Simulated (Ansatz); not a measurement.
Species: [Zr(OCH3)3(SH)] (charge 0, multiplicity 1).

Give a relaxed geometry from PBE-D3(BJ)/def2-SVP (Ansatz, an electronic-structure program).

One answer among several that fit: the end point of this relaxation, one of several conformers.
Cartesian coordinates (Å) in one orientation:
```xyz
18

Zr    -0.122    -0.170    -0.400
O     -1.951     0.420    -0.232
C     -3.203     1.025    -0.121
H     -3.244     1.709     0.757
H     -3.997     0.256     0.010
H     -3.449     1.616    -1.032
O      0.984     0.431     1.066
C      1.746     0.892     2.137
H      1.153     1.568     2.794
H      2.639     1.456     1.784
H      2.105     0.043     2.762
O      0.685     0.394    -2.064
C      1.233     0.831    -3.267
H      0.514     1.469    -3.831
H      1.501    -0.033    -3.918
H      2.158     1.428    -3.096
S     -0.252    -2.663    -0.359
H      1.102    -2.785    -0.490
```
